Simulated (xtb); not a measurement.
xtb input (GFN-FF):

```bash
xtb mol.xyz --gfnff --opt tight --chrg 0 --uhf 0
```
mol.xyz:
```
16

O     -3.57775562    -0.22719140     0.74756502
C     -3.23823042    -0.15243377    -0.63426010
C     -1.85295847    -0.70806830    -0.94101158
C     -0.73059977     0.05207601    -0.23382373
C      0.63246548    -0.56832967    -0.48992375
Se     2.13638436     0.41739256     0.33335725
H     -3.63875186    -1.15568491     0.99722364
H     -3.28087117     0.90940829    -0.88422054
H     -3.99082759    -0.66553476    -1.24472314
H     -1.70003409    -0.67765067    -2.02537029
H     -1.82277026    -1.76735038    -0.65769163
H     -0.93250021     0.07263325     0.83881675
H     -0.72588142     1.09306094    -0.56706080
H      0.67889642    -1.59817519    -0.13910696
H      0.87639924    -0.56948422    -1.55329544
H      1.65725670     0.24549613     1.71487693
```

End of the output:

```
         :::::::::::::::::::::::::::::::::::::::::::::::::::::
         ::                     SUMMARY                     ::
         :::::::::::::::::::::::::::::::::::::::::::::::::::::
         :: total energy              -2.128548538479 Eh    ::
         :: gradient norm              0.000243394082 Eh/a0 ::
         ::.................................................::
         :: bond energy               -2.179978777451 Eh    ::
         :: angle energy               0.002902686092 Eh    ::
         :: torsion energy            -0.000381305220 Eh    ::
         :: repulsion energy           0.125181061883 Eh    ::
         :: electrostat energy        -0.067297303396 Eh    ::
         :: dispersion energy         -0.008358245219 Eh    ::
         :: HB energy                 -0.000000097685 Eh    ::
         :: XB energy                  0.000000000000 Eh    ::
         :: bonded atm energy         -0.000616557483 Eh    ::
Note: The following floating-point exceptions are signalling: IEEE_UNDERFLOW_FLAG IEEE_DENORMAL
normal termination of xtb
         :: external energy            0.000000000000 Eh    ::
         :: add. restraining           0.000000000000 Eh    ::
         :: total charge               0.000000000000 e     ::
         :::::::::::::::::::::::::::::::::::::::::::::::::::::

           -------------------------------------------------
          |                Property Printout                |
           -------------------------------------------------

molecular dipole:
                 x           y           z       tot (Debye)
 q only:       -0.047      -0.569      -0.438       1.829
           -------------------------------------------------
          |                Geometry Summary                 |
           -------------------------------------------------

      molecular mass/u    :      153.0811446
   center of mass at/Å    :        0.2095842       0.0513869       0.0700352
  moments of inertia/u·Å² :        0.6685895E+02   0.7882637E+03   0.8272866E+03
rotational constants/cm⁻¹ :        0.2521373E+00   0.2138578E-01   0.2037702E-01

 * 15 selected distances

     #   Z          #   Z                                           value/Å
     1   8 O        2   6 C                                       1.4100899
     2   6 C        3   6 C                                       1.5221685
     3   6 C        4   6 C                                       1.5260344
     4   6 C        5   6 C                                       1.5202951
     5   6 C        6  34 Se                                      1.9282634 (max)
     1   8 O        7   1 H                                       0.9843380 (min)
     2   6 C        8   1 H                                       1.0966190
     2   6 C        9   1 H                                       1.0982359
     3   6 C       10   1 H                                       1.0967543
     3   6 C       11   1 H                                       1.0957655
     4   6 C       12   1 H                                       1.0968083
     4   6 C       13   1 H                                       1.0968416
     5   6 C       14   1 H                                       1.0928393
     5   6 C       15   1 H                                       1.0924550
     6  34 Se      16   1 H                                       1.4495034

 * 6 distinct bonds (by element types)

   Z      Z             #   av. dist./Å        max./Å        min./Å
   1 H    6 C           8     1.0957898     1.0982359     1.0924550
   6 C    6 C           3     1.5228327     1.5260344     1.5202951
   1 H    8 O           1     0.9843380     0.9843380     0.9843380
   6 C    8 O           1     1.4100899     1.4100899     1.4100899
   1 H   34 Se          1     1.4495034     1.4495034     1.4495034
   6 C   34 Se          1     1.9282634     1.9282634     1.9282634

optimized geometry written to: xtbopt.xyz

           -------------------------------------------------
          | TOTAL ENERGY               -2.128548538479 Eh   |
          | GRADIENT NORM               0.000243394082 Eh/α |
           -------------------------------------------------
########################################################################
[WARNING] Runtime exception occurred
-1- gfnff_setup: Could not read topology file.
########################################################################

------------------------------------------------------------------------
------------------------------------------------------------------------
 total:
 SCF:
 ANC optimizer:
```
